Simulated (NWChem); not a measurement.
System: C2H3F2, doublet; SMILES C[C](F)F

Results from NWChem. Spin-unrestricted. In the optimisation the excess spin sits in a' (Cs, its own frame). All runs use the structure optimised with PBE0/def2-SVP, spin-unrestricted. No stability test was run on the SCF state. Level: B3LYP/def2-SVP with COSMO at NWChem's default radii, gas-phase geometry; rows give the dielectric constant. Reactions with the solvent are ignored.

For dielectric constant 4.8:

```
Property                Result
----------------------  ------
dipole in solution (D)    2.06
```

**Question.** Estimate the same quantities for dielectric constant 1.5.

**Answer.** The dipole in solution (D) is 1.90.
